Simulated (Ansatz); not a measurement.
dibromo-chloro-fluoromethane (CBr2ClF), SMILES FC(Cl)(Br)Br.

Coordinates come from a B3LYP-D3(BJ)/def2-SVP optimisation.

Two levels are set side by side: PBE/def2-SVPD (Ansatz, an electronic-structure program) and PBE0/def2-SVPD (Ansatz). Energy differences of separate SCF runs at the same geometry; the states with an electron removed or added have multiplicity 2 and 2. Differences are taken from unrounded values.

```
quantity                            PBE0
---------------------------------  -----
vertical ionisation energy (eV)    10.65
vertical electron affinity (eV)     0.57
vertical singlet–triplet gap (eV)   4.36
```

What does PBE give, and how far is it from PBE0? (The exact figures need the calculation; the answer reports its results.)


| quantity | PBE | PBE minus PBE0 |
|---|---|---|
| vertical ionisation energy (eV) | 10.17 | -0.49 |
| vertical electron affinity (eV) | 0.63 | 0.06 |
| vertical singlet–triplet gap (eV) | 3.98 | -0.38 |
